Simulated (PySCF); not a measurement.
Si(F)(vinyl)(OH)2 (C₂H₅FO₂Si), SMILES O[Si](F)(C=C)O.

Coordinates come from a B3LYP-D3(BJ)/def2-SVP optimisation. One conformer was computed; it need not be the lowest.

Vertical ionisation energy (IE) and electron affinity (EA) in eV. Rows of orbital energies are one-electron estimates. Where ΔSCF, EOM or ADC give a negative EA the extra electron is unbound and the value depends on the basis.

```json
[
 {"level": "−ε(HOMO), −ε(LUMO), CAM-B3LYP/def2-TZVP (PySCF)", "IE": "9.66", "EA": "-0.46"},
 {"level": "−ε(HOMO), −ε(LUMO), PBE/def2-TZVP (PySCF)", "IE": "7.15", "EA": "1.73"}
]
```
